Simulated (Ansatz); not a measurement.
A nudged elastic band was laid between two geometries of CH$_{9}$GeNSn (13 atoms, charge 0, multiplicity 1).

Method: Ansatz, RKS PBE-D4/def2-SVP.

| Property | Result |
| --- | --- |
| movable images | 5 |
| climbing image | yes |
| spring | 5.0 eV/Å² |
| optimiser | quadratic models (default) |
| start path | IDPP |
| force threshold | 0.05 eV/Å |
| iteration limit | 60 |
| end points | relaxed |

Image 0:

```xyz
13
Properties=species:S:1:pos:R:3
C -1.432 0.136 1.545
Ge 0.050 -0.993 0.895
N 1.279 -0.091 -0.168
Sn 0.849 0.622 -2.058
H -1.041 0.976 2.152
H -2.000 0.554 0.690
H -2.127 -0.459 2.172
H -0.516 -2.137 0.006
H 0.835 -1.579 2.106
H 1.867 0.560 0.367
H 0.259 -0.737 -2.942
H 2.340 1.222 -2.693
H -0.342 1.891 -2.058
```

Image 6:

```xyz
13
Properties=species:S:1:pos:R:3
C -1.615 -0.014 1.373
Ge -0.123 -1.120 0.709
N 1.279 -0.141 -0.019
Sn 1.151 0.879 -1.810
H -2.045 0.588 0.547
H -2.416 -0.655 1.795
H -1.263 0.676 2.165
H -0.626 -2.045 -0.436
H 0.464 -1.966 1.877
H 1.815 0.377 0.687
H 0.583 -0.280 -2.955
H 2.750 1.429 -2.166
H 0.065 2.238 -1.752
```

Question: What changes between the two ends?

Answer: No bond is made or broken. The dihedral H7–C1–Ge2–N3 goes from -180 to -60°. The two ends are copies of one structure, up to a mirror image or an exchange of like atoms.

Question: Give the energies along the band, and the barrier.

Answer: The forces met the threshold. The highest image is number 3 of 0 to 6, 0.046 eV above the ends, which have the same energy within 2 meV. A vibrational analysis at the climbing image gives one clearly imaginary mode, 114i cm⁻¹: a first-order saddle point.

```csv
image,path coordinate (Å),energy (eV),dihedral H7–C1–Ge2–N3 (°)
0,0.00,0.000,-180
1,0.60,0.011,-160
2,1.20,0.034,-140
3,1.80,0.046,-120
4,2.40,0.034,-100
5,3.01,0.011,-80
6,3.62,0.000,-60
```

Question: What is the geometry of the highest image?

Answer: 
```xyz
13
Properties=species:S:1:pos:R:3
C -1.605 0.016 1.395
Ge -0.118 -1.109 0.729
N 1.283 -0.156 -0.035
Sn 1.130 0.843 -1.837
H -1.378 1.085 1.208
H -2.550 -0.237 0.874
H -1.752 -0.129 2.484
H -0.627 -2.054 -0.395
H 0.492 -1.938 1.897
H 1.831 0.371 0.657
H 0.551 -0.325 -2.966
H 2.721 1.397 -2.220
H 0.043 2.200 -1.778
```

Question: What are the harmonic wavenumbers there?

Answer: 114i, 31, 42, 97, 200, 348, 397, 434, 475, 551, 572, 651, 675, 691, 698, 708, 757, 805, 823, 827, 1088, 1199, 1388, 1389, 1811, 1857, 1878, 2054, 2072, 2979, 3084, 3089, 3467 cm⁻¹.

The band took 3 iterations and roughly 100 core-seconds.

Time of the run: 51 s on 2 threads of Intel(R) Xeon(R) CPU @ 2.60GHz (Ice Lake) (shared host), peak memory 0.21 GiB.
